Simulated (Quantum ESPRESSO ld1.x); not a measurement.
Question: Tc XXX, 14 electrons, occupied as [Ne] 3s2 3p2. All-electron calculation, scalar-relativistic Kohn-Sham, LDA (Slater exchange, VWN5 correlation), spin-polarised, spherical densities, point nucleus; open shells are filled with parallel spins first. Program: ld1.x of Quantum ESPRESSO 7.5. Some entries of the table are withheld. Estimate them.

| orbital | occ. | eigenvalue (hartree) | <1/r> (bohr^-1) |
|---|---|---|---|
| 1s up | 1 | -820.719 | 44.66 |
| 1s down | 1 | -820.577 | 44.67 |
| 2s up | 1 | -161.777 | 10.21 |
| 2s down | 1 | -161.641 | 10.22 |
| 2p up | 3 | -150.914 | 9.909 |
| 2p down | 3 | -150.754 | 9.910 |
| 3s up | 1 | -62.0146 | 4.080 |
| 3s down | 1 | -61.5534 | 4.071 |
| 3p up | 2 | -58.5589 | 3.954 |
| 3p down | 0 | -58.0950 | 3.949 |
| 3d up | 0 | -54.0414 | (1) |
| 3d down | 0 | -53.6320 | (2) |
| 4s up | 0 | (3) | 2.164 |
| 4s down | 0 | (4) | 2.154 |

Answer: 
(1) 3d up <1/r> (bohr^-1): 3.773
(2) 3d down <1/r> (bohr^-1): 3.780
(3) 4s up eigenvalue (hartree): -32.1966
(4) 4s down eigenvalue (hartree): -32.0340
